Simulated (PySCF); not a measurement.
## V: excitation energy

V [Ar] 3d3 4s2 (4F) → V [Ar] 3d4 4s1 (6D), as a difference of total energies. Calculation: PySCF 2.14, in x2c-QZVPPall with one added diffuse shell each of s, p, d, f, g type (12s8p6d4f3g, 121 functions); the spin-free X2C one-electron Hamiltonian (Gaussian nucleus). Correlated levels: valence: [Ar] frozen; valence and next inner shell: [Ne] frozen. The calculations carry no spin-orbit coupling.

| method | excitation energy (eV) |
| --- | --- |
| UHF | 0.402 |
| LDA | -0.798 |
| PBE | -0.682 |
| PBE0 | -0.407 |
| r2SCAN | -0.593 |
| BLYP | -0.223 |
| B2PLYP | 0.281 |
| LC-wPBE | -0.546 |
| MP2 (valence) | 0.383 |
| SCS-MP2 (valence) | 1.200 |
| MP2 (valence and next inner shell) | -0.094 |
| SCS-MP2 (valence and next inner shell) | 0.684 |

Errors of the correlated levels include the incompleteness of this basis and the frozen core.

**Question.** Which method comes closest to the reference value, and which is furthest?

**Answer.** The reference is 0.245 eV (measured; NIST levels, between the centres of gravity of the two terms). Closest: B2PLYP (error 0.036 eV); furthest: LDA (error -1.043 eV).
